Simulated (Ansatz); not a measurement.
H₂AlO₂ (SMILES [OH][Al][OH]), doublet, at a GFN2-xTB geometry (such geometries of metal compounds can be far from the true shape) (the spin is typed, not shown lowest), atoms displaced at random by about 0.03 Å a coordinate; Ansatz (a first-principles code) with R2SCAN/6-31G, gradient.

Here is a job for Ansatz.
Ansatz 0.2 input:
```yaml
crystal:
  periodic: [false, false, false]
  atoms:
    - {symbol: Al, position_ang: [0.00841779, -0.26914567, -0.04072837]}
    - {symbol: O, position_ang: [1.12115693, 0.36534143, -1.03374999]}
    - {symbol: H, position_ang: [1.86479668, 0.76870531, -1.61264104]}
    - {symbol: O, position_ang: [-1.20358390, -0.02228836, 1.08424701]}
    - {symbol: H, position_ang: [-1.90175500, 0.13220526, 1.66751938]}
basis:
  gaussian:
    orbitals: 6-31G
hamiltonian:
  xc: r2scan
magnetization: {spin_polarized: true, initial_magnetization: 1}
output: {forces: true}
```

The log (banner, timings and long lists left out):

```
Functional definition: r2SCAN
353 factors; integrals over basis functions are off by at most 2.7e-4 eV
mean field evaluation 1: about -10708.2564 eV, gradient 5.6e1 eV
mean field evaluation 2: about -10652.8174 eV, gradient 1.2e2 eV
mean field evaluation 4: about -10719.5308 eV, gradient 4.8e0 eV
mean field evaluation 8: about -10719.6219 eV, gradient 1.7e-1 eV
mean field -10719.62211184 eV, -393.9388465895 hartree, gradient 6.6e-5 eV, S^2 0.755752; 0 other end points of the search recorded, 0 dependent functions left out
the calculation of the forces begins
reference -10719.62212777 eV, -393.9388471748 hartree; 16, 15 occupied and 19, 20 virtual orbitals, 353 factors
Total energy: -10719.62212777 eV, -393.9388471748 hartree
Atom 0 at     0.008418    -0.269146    -0.040728 Å, force    -1.267825    -2.203268     1.050880 eV/Å
Atom 1 at     1.121157     0.365341    -1.033750 Å, force     3.802830     2.663263    -3.059205 eV/Å
Atom 2 at     1.864797     0.768705    -1.612641 Å, force    -2.279055    -1.137039     1.751596 eV/Å
Atom 3 at    -1.203584    -0.022288     1.084247 Å, force     1.196068     0.287241    -0.982294 eV/Å
Atom 4 at    -1.901755     0.132205     1.667519 Å, force    -1.452018     0.389803     1.239022 eV/Å
Dipole moment:     0.028985     0.282783    -0.004254 e Å
```
